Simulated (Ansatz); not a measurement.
Reactions of `[SiH3][SiH](S)[AsH2]`.

Program: Ansatz. Geometries: PBE0-D4/def2-TZVP. ΔE: electronic, gas phase. CCSD(T)/CBS adds triple-zeta CCSD(T) − MP2 to the extrapolated MP2 energy (def2 sets, frozen cores). This one scheme is used for every species, atoms too. DFT in def2-TZVPP. B3LYP here is the variant with VWN-RPA as its local correlation; programs differ in this. Open shells (•) are unrestricted, without spin–orbit coupling. Spin–orbit coupling would lower the free atoms: a little for S, Si. Bonds to As are less sure, by a few kJ/mol each and by 10 to 20 or more in all where they break to atoms, as the def2 sets lack core-valence functions. Scalar relativity is left out up to krypton. Each species was taken in one conformer, which may not be the lowest.

```csv
reaction,ωB97M-V (eV),B3LYP-D4 (eV),r2SCAN-D4 (eV)
`[SiH3][SiH](S)[AsH2]` + `F[SiH]1CO1` → `[AsH2][SiH]1CO1` + `F[SiH]([SiH3])S`,0.13,0.13,0.12
`[SiH3][SiH](S)[AsH2]` + `CC[Si]C` → `C[SiH]([SiH3])[AsH2]` + `CC[Si]S`,-0.63,-0.64,-0.67
`[SiH3][SiH](S)[AsH2]` + H–F → `F[SiH]([SiH3])S` + arsine,-1.06,-1.03,-1.03
`[SiH3][SiH](S)[AsH2]` → `[SiH3][AsH2]` + `[SiH]S`,1.68,1.72,1.92
`[SiH3][SiH](S)[AsH2]` → As• + 7 H• + S• + 2 Si•,31.87,31.88,31.92
`[SiH3][SiH](S)[AsH2]` + CH₃OH → `CO[SiH]([SiH3])S` + arsine,-0.70,-0.69,-0.66
`[SiH3][SiH](S)[AsH2]` + H₂O → `O[SiH]([SiH3])S` + arsine,-0.60,-0.57,-0.56
`[SiH3][SiH](S)[AsH2]` → `[SiH3]S[AsH][SiH3]`,-0.13,-0.12,-0.06
`[SiH3][SiH](S)[AsH2]` + silanol → `[SiH3]O[AsH2]` + `[SiH3][SiH2]S`,0.66,0.65,0.73
`[SiH3][SiH](S)[AsH2]` + CH₄ → `C[SiH]([SiH3])[AsH2]` + H₂S,0.67,0.71,0.72
```

Problem. Give the CCSD(T)/CBS values in the same order. (Estimate.)

Solution. Ansatz gave: 0.15, -0.61, -0.95, 1.80, 31.89, -0.64, -0.51, -0.10, 0.73, 0.69 eV.

Largest T1 diagnostic: 0.016, for `[SiH]S`.
